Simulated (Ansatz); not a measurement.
A structure relaxed at PBE0-D4/def2-TZVP, charge 0, multiplicity 1:

```xyz
13

C    -1.379   -0.330    0.537
B    -0.066   -0.048   -0.301
C     1.274   -0.822    0.036
O     0.304    1.582    0.057
Cl   -0.389    0.081   -2.142
H    -2.212    0.336    0.285
H    -1.727   -1.346    0.332
H    -1.198   -0.261    1.614
H     1.520   -0.765    1.101
H     2.139   -0.471   -0.536
H     1.152   -1.880   -0.212
H     1.038    1.823   -0.526
H    -0.455    2.100   -0.244
```

Question: Give its formula and SMILES.

Answer: C2H8BClO, `C[B-](C)([OH2+])Cl`.

Question: Point group (tolerance 0.08 Å, 0.16 Å for H)?

Answer: Cs.

Question: Summarise the bond lengths by kind.

Answer: 2 × B–C 1.584 Å; 6 × C–H 1.094 to 1.095 Å; 1 × B–O 1.709 Å; 1 × B–Cl 1.874 Å; 2 × H–O 0.968 Å.

Program: Ansatz 0.2.0.
